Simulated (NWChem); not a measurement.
Molecule: CAlCl₂NO; SMILES [Cl][Al]([Cl])[N]=C=O

```xyz
6

Al     0.0000     0.4275     0.0031
Cl    -1.7977     1.4707     0.0020
Cl     1.8026     1.4622     0.0020
N     -0.0036    -1.3269     0.0061
C     -0.0043    -2.5295     0.0012
O     -0.0050    -3.6945    -0.0032
```
Atoms are numbered in this order, from 1.

Results from NWChem. Pople sets run with spherical d functions. The geometry was optimised at PBE0/def2-SVP. GIAO values for the isolated, static molecule; σ is the absolute isotropic shielding, δ = σ(reference) − σ with the isolated reference molecule computed at the same levels (13C: tetramethylsilane, 15N: ammonia, 17O: water).

```json
[
 {"level": "PBE/pcSseg-1", "σ Al1 (ppm)": "433.9", "σ Cl2 (ppm)": "909.6", "δ N4 (ppm)": "56.8", "δ C5 (ppm)": "121.3", "δ O6 (ppm)": "149.1"},
 {"level": "BHandHLYP/pcSseg-1", "σ Al1 (ppm)": "454.1", "σ Cl2 (ppm)": "960.2", "δ N4 (ppm)": "46.2", "δ C5 (ppm)": "131.5", "δ O6 (ppm)": "139.5"},
 {"level": "B3LYP/6-31G*", "σ Al1 (ppm)": "?", "σ Cl2 (ppm)": "957.3", "δ N4 (ppm)": "?", "δ C5 (ppm)": "?", "δ O6 (ppm)": "?"}
]
```

Problem. Fill in the missing entries.

Solution. 
- B3LYP/6-31G*, σ Al1 (ppm): 496.7
- B3LYP/6-31G*, δ N4 (ppm): 37.7
- B3LYP/6-31G*, δ C5 (ppm): 109.9
- B3LYP/6-31G*, δ O6 (ppm): 111.1
